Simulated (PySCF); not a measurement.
Ga(Cl)2(SiH3) (Cl₂GaH₃Si), SMILES [SiH3][Ga]([Cl])[Cl]. Atoms are numbered in the order given.

```xyz
7

Ga    -0.0222     0.0071    -0.0045
Cl    -1.8141    -1.1816    -0.2549
Cl    -0.1163     1.9180    -1.0185
Si     1.9012    -0.7233     1.2396
H      2.4960     0.4405     1.9535
H      2.8909    -1.2759     0.2708
H      1.5003    -1.7791     2.2096
```

Geometry optimised at B3LYP-D3(BJ)/def2-SVP. The structure was generated by enumeration; whether it is a known compound was not checked.

Computed with PySCF with HF/pcSseg-1.

GIAO shieldings, no solvent; atoms listed in one row are averaged. δ = σ(ref) − σ: ³⁵Cl against HCl (σ = 958.2 ppm); ²⁹Si against TMS (σ = 393.8 ppm); ¹H against TMS (σ = 31.99 ppm), references at their B3LYP-D3(BJ)/def2-TZVP geometries, non-relativistic (without spin–orbit terms, shifts of atoms bonded to Cl or Br come out too high).

### Question
Estimate the chemical shifts. (An estimate is asked for; the answer gives what the named calculation found.)

### Answer

```csv
nucleus,atoms,count,δ (ppm)
³⁵Cl,Cl2,1,63.8
³⁵Cl,Cl3,1,62.5
²⁹Si,Si4,1,-102.4
¹H,"H5, H6, H7",3,3.70
```
